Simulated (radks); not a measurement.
The promethium ion Pm3+, configuration [Xe] 4f4.

Calculated with a radial shooting solver on a logarithmic mesh with Libxc functionals: scalar-relativistic Kohn-Sham, SCAN, spin-polarised, spherical densities, finite nucleus; open shells are filled with parallel spins first (spin-orbit coupling, left out, can overturn this in heavy ions); meta-GGA in the generalised Kohn-Sham scheme; Fermi nuclear charge, rms radius 4.962 fm.

Energy parts (eV):
| part | energy |
|---|---|
| total | -272666.41 |
| kinetic | 290817.84 |
| electron-nucleus | -661185.12 |
| Hartree | 103930.61 |
| exchange-correlation | -6229.75 |

Orbitals (lengths in bohr, moments of r in powers of bohr; <r^-3> diverges for s and p1/2):
orbital,occ.,eigenvalue (eV),<r>,<r^-3>,<r^4>,<1/r>
1s up,1,-45118.04,0.02318,-,1.419e-06,67.42
1s down,1,-45118.04,0.02318,-,1.419e-06,67.42
2s up,1,-7382.472,0.09890,-,0.0002295,15.61
2s down,1,-7382.429,0.09890,-,0.0002295,15.61
2p up,3,-6591.890,0.08711,9579,0.0001699,14.67
2p down,3,-6591.861,0.08711,9580,0.0001699,14.67
3s up,1,-1644.235,0.2601,-,0.009045,5.708
3s down,1,-1642.643,0.2599,-,0.009017,5.713
3p up,3,-1394.128,0.2586,1969,0.009490,5.379
3p down,3,-1392.492,0.2584,1973,0.009455,5.384
3d up,5,-1051.686,0.2364,267.0,0.007755,5.096
3d down,5,-1050.350,0.2362,267.6,0.007713,5.101
4s up,1,-356.8848,0.5920,-,0.2266,2.386
4s down,1,-352.8761,0.5921,-,0.2270,2.385
4p up,3,-274.2435,0.6263,429.8,0.2966,2.200
4p down,3,-270.1608,0.6265,429.1,0.2977,2.199
4d up,5,-157.3158,0.6851,48.74,0.4805,1.931
4d down,5,-153.0581,0.6860,48.62,0.4875,1.929
5s up,1,-71.0955,1.400,-,7.013,0.9452
5s down,1,-69.3169,1.423,-,7.529,0.9259
5p up,3,-50.1838,1.600,64.60,12.39,0.8155
5p down,3,-48.8171,1.625,61.15,13.19,0.7992
4f up,4,-32.8149,0.9261,6.203,2.935,1.398

The highest occupied level is 4f up at -32.815 eV. Spin moment in Bohr magnetons: 4.

Empty levels of this run are not shown, since the potential may be unsettled where no density lies.
